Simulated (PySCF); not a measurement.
## Structure from NMR data

The spectra below were simulated for a compound C₅H₉F₃OSi.

1H NMR (300 MHz, computed): δ 6.75 (m, 1H), 5.12 (m, 2H), 5.10 (m, 2H), 4.86 (m, 1H), 1.94 (s, 3H).

13C{1H} NMR (computed): δ 166.8 (C), 119.5 (CH), 107.3 (CH), 76.6 (CH2), 21.6 (CH3).

Theoretical values (PySCF 2.14.0 with density-fitted response routines): geometry from GFN2-xTB, GIAO PBE0/pcSseg-1 shieldings. No solvent model, a single conformation, one averaged value for each set of equivalent atoms, no relativistic terms.

References, each an isolated molecule treated in the same way: 1H (σ = 31.72 ppm) and 13C (σ = 186.93 ppm) vs TMS.

Deduce the structure.

Results:


Rings plus π bonds: 1 (no ring in the answer). 5 carbon signals for 5 carbons: no two carbons are equivalent. Carbon types of the structure: 1 × C, 2 × CH, 1 × CH2, 1 × CH3, leaving 2 H on heteroatoms. δC 166.8: alkene carbon bearing oxygen; an sp2 carbon further deshielded by the attached heteroatom. δC 119.5: allylic sp3 CH bonded to 2 F; 2 electronegative neighbours deshield it. δC 107.3: β carbon of an enol-ether or enamine type C=C; the O or N lone pair pushes π density onto this β carbon and shields it. δC 76.6: sp3 CH2 bonded to F and Si; pulled downfield by the heteroatom. δC 21.6: allylic methyl carbon; a saturated carbon with 1 carbon neighbour and no heteroatom attached. δH 6.75: hydrogen on an allylic sp3 CH bonded to 2 F; its carbon carries F, an electronegative neighbour. δH 4.86: hydrogen on a β carbon of an enol-ether or enamine type C=C; lone-pair donation from O or N shields it, upfield of ordinary alkene protons.

These data were computed for `InChI=1S/C5H9F3OSi/c1-4(2-5(7)8)9-10-3-6/h2,5H,3,10H2,1H3/b4-2+`.

The data come from this structure; uniqueness wasn't tested.

Splittings by 19F in the carbon and heteronuclear signals aren't shown, as no couplings were computed. Shifts are as computed. Against solution values, carbons near 30 ppm lie about +3 ppm off and those near 130 ppm about +5 ppm. Of 1211 compounds with measured shifts, 218 miss one by over three times the rms of a fit or turn the order of signals round; such compounds aren't used in these exercises. No couplings were computed; multiplicities are counted from neighbouring protons, with m where these are inequivalent, close in shift, in a saturated or five-membered ring or joined by F or P, and br s for small geminal =CH2 splittings.
